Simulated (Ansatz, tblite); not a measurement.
Removing and adding an electron: `C[Si](C)(C)O[Si](C)(C)O[Si](C)(C)O[Si](C)(C)O[Si](C)(C)O[Si](C)(C)C`. The state is a singlet with charge 0. Geometry: PBE-D4/def2-SVP. Ansatz, gas phase; energy differences of separate SCF runs; the oxidised species was run as a doublet alone; the reduced species was run as a doublet alone.

The xTB rows come from tblite. Single mean-field runs in def2-SVP are fitted with def2-universal-jkfit. HOMO above LUMO, or a gap near zero within one spin, warns that the state may not be the lowest or that an electron is smeared out.

Question: Estimate orbital energies and vertical ionisation energies and electron affinities at: GFN1-xTB; GFN2-xTB; PBE-D4/def2-SVP; r2SCANh-D4/def2-SVP; PBE0-D4/def2-SVP.

Answer: 
| level | −HOMO (eV) | vertical IE (eV) | −LUMO (eV) | vertical EA (eV) | HOMO–LUMO gap (eV) | IE − EA (eV) | remarks |
| --- | --- | --- | --- | --- | --- | --- | --- |
| GFN1-xTB | 10.76 | 12.28 | 3.85 | 2.40 | 6.90 | 9.88 | – |
| GFN2-xTB | 10.11 | 11.67 | 4.03 | 2.43 | 6.08 | 9.24 | – |
| PBE-D4/def2-SVP | 6.08 | 7.81 | -0.06 | -1.33 | 6.14 | 9.15 | HOMO above zero (-1 doublet), gap within one spin near zero (+1 doublet) |
| r2SCANh-D4/def2-SVP | 6.97 | 8.43 | -0.80 | -1.84 | 7.77 | 10.27 | HOMO above zero (-1 doublet) |
| PBE0-D4/def2-SVP | 7.50 | 8.73 | -0.86 | -1.78 | 8.36 | 10.50 | HOMO above zero (-1 doublet) |

Relaxing the reduced species (PBE-D4/def2-SVP) changes its energy by -0.08 eV at PBE-D4/def2-SVP, so the adiabatic electron affinity to this nearest minimum is -1.25 eV. At PBE0-D4/def2-SVP it is -1.72 eV. The highest occupied level of the relaxed charge -1 doublet lies above zero (up to 2.54 eV). By energy differences, losing it releases 1.25 eV (each at its own geometry, to the charge 0 singlet, at PBE-D4/def2-SVP).     A HOMO above zero means that the electron is unbound at that level or that self-interaction error raises the level; the energy of removing that electron tells which. Raw xTB energy differences between charge states are shifted by several eV; the methods need an empirical correction for them. Sets without diffuse functions give affinities that are too small. A negative affinity means that the extra electron isn't bound; its size then hangs on the basis.
